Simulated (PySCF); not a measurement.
# Ionisation energy of Rh(2+) by level of theory

Rh(2+) [Kr] 4d7 (4F) → Rh(3+) [Kr] 4d6 (5D), as a difference of total energies. Calculation: PySCF 2.14, in aug-cc-pwCVDZ-PP with ECP28MDF; a scalar-relativistic core potential. Correlated levels: valence: 4s2 4p6 frozen; valence and next inner shell: nothing frozen outside the core potential. The calculations carry no spin-orbit coupling.

| method | ionisation energy (eV) |
| --- | --- |
| UHF | 29.318 |
| LDA | 31.281 |
| PBE | 31.120 |
| PBE0 | 30.969 |
| r2SCAN | 30.763 |
| wB97M-V | 30.959 |
| BLYP | 31.136 |
| B3LYP | 31.196 |
| PW91 | 31.218 |
| MP2 (valence) | 30.539 |
| SCS-MP2 (valence) | 30.700 |
| MP2 (valence and next inner shell) | 30.368 |
| SCS-MP2 (valence and next inner shell) | 30.381 |

Problem. How much does correlation contribute at MP2 (valence and next inner shell)?

Solution. 30.368 − (29.318) = 1.050 eV, measured against UHF.

The reference lies between the lowest fine-structure levels, while these numbers refer to the centres of the terms.

Errors of the correlated levels include the incompleteness of this basis and the frozen core.

For comparison: 31.06 eV (semi-empirical (NIST evaluation); NIST Atomic Spectra Database, ionization energies).
